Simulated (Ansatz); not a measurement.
```yaml
crystal:
  periodic: [false, false, false]
  atoms:
    - {symbol: W, position_ang: [0.091102, 0.579216, -1.127693]}
    - {symbol: W, position_ang: [0.939187, -0.789192, 0.313322]}
    - {symbol: Si, position_ang: [0.419832, 1.362108, 1.141344]}
    - {symbol: Si, position_ang: [-1.337229, -1.149960, -0.313915]}
basis:
  gaussian: {orbitals: def2-mTZVPP}
magnetization: {spin_polarized: true, initial_magnetization: 2}
hamiltonian: {xc: {name: HF}}
scf: {lower_state_search: off}
```

```sh
$ ansatz run in.yaml --threads 4 --pin off --events-out ev --progress --plain --max-ram 3916MiB
```

Output, abridged:

```
Functional definition: HF
1316 factors; integrals over basis functions are off by at most 1.3e-4 eV
mean field evaluation 1: about -19325.8190 eV, gradient 2.2e1 eV
mean field evaluation 2: about -19325.9543 eV, gradient 2.2e1 eV
mean field evaluation 4: about -19328.5618 eV, gradient 1.2e1 eV
mean field evaluation 8: about -19329.6838 eV, gradient 8.7e-1 eV
mean field evaluation 16: about -19329.8664 eV, gradient 2.6e-1 eV
mean field evaluation 32: about -19330.0311 eV, gradient 3.0e-6 eV
mean field -19330.03109201 eV, -710.3655402657 hartree, gradient 3.0e-6 eV, S^2 3.189384; 0 other end points of the search recorded, 0 dependent functions left out
reference -19330.03109201 eV, -710.3655402657 hartree; 29, 27 occupied and 97, 99 virtual orbitals, 1316 factors
Total energy: -19330.03109201 eV, -710.3655402657 hartree
Checks for a lower state left out: stability, starts, cluster_reference, orbital_swaps, neighbouring_geometries, increment
```

It took 2.2 s on 4 threads of Arm Neoverse V1 on a shared host.

In the def2 sets W takes a core potential; there is no spin–orbit coupling. The charge 0 triplet is spin-contaminated (final ⟨S²⟩ up to 3.19, 2.00 for a pure state).
